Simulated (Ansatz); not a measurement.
The same ligand exchange along the group C, Si, Ge, Sn.

Isolated molecules relaxed with PBE0-D4/def2-TZVP in Ansatz; ΔE leaves out vibrations. CCSD(T)/CBS is the MP2 limit (def2-TZVPP, def2-QZVPP) plus CCSD(T) − MP2 in def2-TZVPP, frozen cores. This one scheme is used for every species. def2 core potentials past Kr. For Ge, Se, Sn outer-core shells are correlated without core-valence functions, which leaves a few kJ/mol of doubt a bond. Scalar relativity is left out up to krypton. Each species was taken in one conformer, which may not be the lowest.

Order these by ΔE at CCSD(T)/CBS, lowest first. (An estimate is asked.)
A. `[F][Ge]([F])([F])[SeH]` + H₂S → `[F][Ge]([F])([F])[SH]` + H₂Se
B. `F[Si](F)(F)[SeH]` + H₂S → `F[Si](F)(F)S` + H₂Se
C. `[F][Sn]([F])([F])[SeH]` + H₂S → `[F][Sn]([F])([F])[SH]` + H₂Se

B (0.00 eV), A (+0.12 eV), C (+0.23 eV).

Largest T1 diagnostic: 0.015, for `[F][Sn]([F])([F])[SH]`.
